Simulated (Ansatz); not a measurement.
A nudged elastic band was laid between two geometries of ClH3Sn + FH (7 atoms, charge 0, multiplicity 1).

Method: RKS PBE0-D4/def2-SVP in Ansatz 0.2.0.

```json
{
  "movable images": "7",
  "climbing image": "yes",
  "spring": "5.0 eV/Å²",
  "optimiser": "quadratic models (default)",
  "start path": "straight line",
  "force threshold": "0.05 eV/Å",
  "iteration limit": "58",
  "end points": "relaxed"
}
```

Initial state:

```xyz
7
Properties=species:S:1:pos:R:3
Sn 0.179 0.000 -0.108
Cl 0.131 0.000 2.290
H 1.856 0.000 -0.442
H -0.578 1.442 -0.596
H -0.578 -1.442 -0.596
F -2.605 0.000 1.166
H -1.978 0.000 1.859
```

Final state:

```xyz
7
Properties=species:S:1:pos:R:3
Sn -0.717 0.000 -0.536
Cl 0.767 0.000 3.089
H 0.951 0.000 -0.208
H -1.308 1.433 -1.245
H -1.308 -1.433 -1.245
F -1.571 0.000 1.247
H -0.388 0.000 2.471
```

Which bonds break or form, and what moves?

Bonds broken: Sn1–Cl2, F6–H7. Bonds formed: Sn1–F6, Cl2–H7. ClH3Sn + FH becomes ClH + FH3Sn.

What energy profile does the band end with?

It converged. The highest image is number 4 of 0 to 8, 19.6 kcal/mol above the first end and 9.5 kcal/mol above the last; the last end lies 10.1 kcal/mol above the first. Another band between the same ends (7 images) ends at a top of the same energy, where a vibrational analysis finds 2 clearly imaginary modes. The orbitals stay closed-shell, which can raise the energy where a bond breaks towards radicals; this wasn't checked here.

| image | path coordinate (Å) | energy (kcal/mol) | Sn1–Cl2 (Å) | F6–H7 (Å) | Sn1–F6 (Å) |
| --- | --- | --- | --- | --- | --- |
| 0 | 0.00 | 0.0 | 2.40 | 0.94 | 3.06 |
| 1 | 0.37 | 1.5 | 2.43 | 0.94 | 2.76 |
| 2 | 0.74 | 6.4 | 2.50 | 0.96 | 2.50 |
| 3 | 1.11 | 14.5 | 2.68 | 1.02 | 2.28 |
| 4 | 1.48 | 19.6 | 2.92 | 1.21 | 2.12 |
| 5 | 1.79 | 17.1 | 3.15 | 1.40 | 2.04 |
| 6 | 2.10 | 13.4 | 3.40 | 1.53 | 2.00 |
| 7 | 2.41 | 10.9 | 3.65 | 1.62 | 1.98 |
| 8 | 2.72 | 10.1 | 3.92 | 1.70 | 1.98 |

What is the geometry of the highest image?


```xyz
7
Properties=species:S:1:pos:R:3
Sn -0.367 0.000 -0.259
Cl 0.343 0.000 2.570
H 1.338 0.000 -0.243
H -0.974 1.454 -0.913
H -0.974 -1.454 -0.913
F -1.880 0.000 1.221
H -1.058 0.000 2.110
```

The run took 2.9 min on 1 thread of Arm Neoverse V2 (shared host), peak memory 0.18 GiB.
